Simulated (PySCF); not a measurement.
C3H6F2Si, SMILES F[SiH2][C@@H]1C[C@@H]1F.

Geometry optimised at PBE0-D3(BJ)/def2-SVP. The structure was generated by enumeration; whether it is a known compound was not checked. One conformer was computed; it need not be the lowest.

Two levels are set side by side: TDA-PBE/def2-SVPD (PySCF) and TDA-B3LYP/def2-SVPD (PySCF). Vertical, same geometry. The lowest singlet is HOMO→LUMO 98 % with PBE and HOMO→LUMO 94 % with the other functional; states are paired by order. Differences are taken from unrounded values.

| quantity | TDA-B3LYP |
|---|---|
| lowest singlet excitation (eV) | 7.35 |
| lowest triplet excitation (TDA) (eV) | 7.07 |

### Question
What does TDA-PBE give, and how far is it from TDA-B3LYP? (Estimate from the structure and the level; the computed values follow.)

### Answer

| quantity | TDA-PBE | TDA-PBE minus TDA-B3LYP |
|---|---|---|
| lowest singlet excitation (eV) | 6.58 | -0.77 |
| lowest triplet excitation (TDA) (eV) | 6.36 | -0.71 |

A lower first singlet is the usual sign of a functional without exact exchange. Differences between two approximate levels are no errors against the true value.

Rough cost on one machine, each run with all the roots and properties that it gave: TDA-B3LYP against TDA-PBE about 3 times.
